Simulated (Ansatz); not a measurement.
C$_{2}$H$_{8}$AlCl$_{2}$N (`C[NH2+][Al-]([CH3])([Cl])[Cl]`), relaxed with RKS PBE0-D4/def2-TZVP in the Gaussian-basis code of Ansatz from a PBE-D4/def2-SVP geometry. The force threshold is 0.005 eV/Å; the program also tests the step.

Total charge 0; spin multiplicity 1.

Start:

```xyz
14

C    -0.430    1.735   -0.410
N    -0.622    0.385   -0.988
Al    0.632   -1.075   -0.283
C     0.344   -1.179    1.650
Cl   -0.126   -2.677   -1.512
Cl    2.484   -0.220   -0.995
H     0.626    2.026   -0.561
H    -1.096    2.491   -0.871
H    -0.625    1.692    0.678
H    -0.464    0.403   -2.008
H    -1.596    0.064   -0.871
H     0.678   -0.263    2.182
H     0.918   -2.026    2.083
H    -0.724   -1.356    1.906
```

```csv
step,energy (eV),largest force (eV/Å),largest move (Å)
1,-35329.1943,0.616,0.000
2,-35329.2433,0.172,0.024
3,-35329.2485,0.037,0.022
4,-35329.2488,0.015,0.009
5,-35329.2490,0.016,0.014
6,-35329.2491,0.016,0.015
7,-35329.2492,0.019,0.022
8,-35329.2493,0.011,0.014
9,-35329.2493,0.007,0.005
10,-35329.2493,0.003,0.007
```

End:

```xyz
14

C    -0.449    1.709   -0.377
N    -0.598    0.385   -1.006
Al    0.609   -1.062   -0.294
C     0.355   -1.145    1.633
Cl   -0.174   -2.672   -1.465
Cl    2.473   -0.295   -1.013
H     0.590    2.022   -0.473
H    -1.099    2.453   -0.841
H    -0.691    1.628    0.681
H    -0.388    0.442   -2.000
H    -1.559    0.061   -0.943
H     0.707   -0.241    2.139
H     0.917   -1.984    2.053
H    -0.694   -1.300    1.906
```

Run time 63 s (4 threads of an Arm Neoverse V2 on a shared host); peak host memory 0.9 GiB.
